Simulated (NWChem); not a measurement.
# CBrF2, doublet; SMILES F[C](F)Br

Computed with NWChem. Spin-unrestricted. In the optimisation the excess spin sits in a' (Cs, its own frame). Coordinates come from a PBE0/def2-SVP, spin-unrestricted optimisation. No stability test was run on the SCF state.

**Question.** Taking B3LYP/def2-QZVP as the yardstick, which of these has the fewest basis functions while keeping “highest occupied level (eV)” within 0.2 eV of it: B3LYP/pcseg-1; B3LYP/aug-pcseg-1; B3LYP/pcseg-2; B3LYP/def2-TZVPP; B3LYP/3-21G?

**Answer.** B3LYP/pcseg-1.
```tsv
level	basis functions	highest occupied level (eV)	relative time (rough)
B3LYP/3-21G	49	-6.23	1
B3LYP/pcseg-1	69	-6.89	4
B3LYP/aug-pcseg-1	105	-7.06	8
B3LYP/pcseg-2	133	-6.96	20
B3LYP/def2-TZVPP	141	-6.91	10
B3LYP/def2-QZVP	246	-6.95	50
```

The yardstick is one finite set, not the basis-set limit.
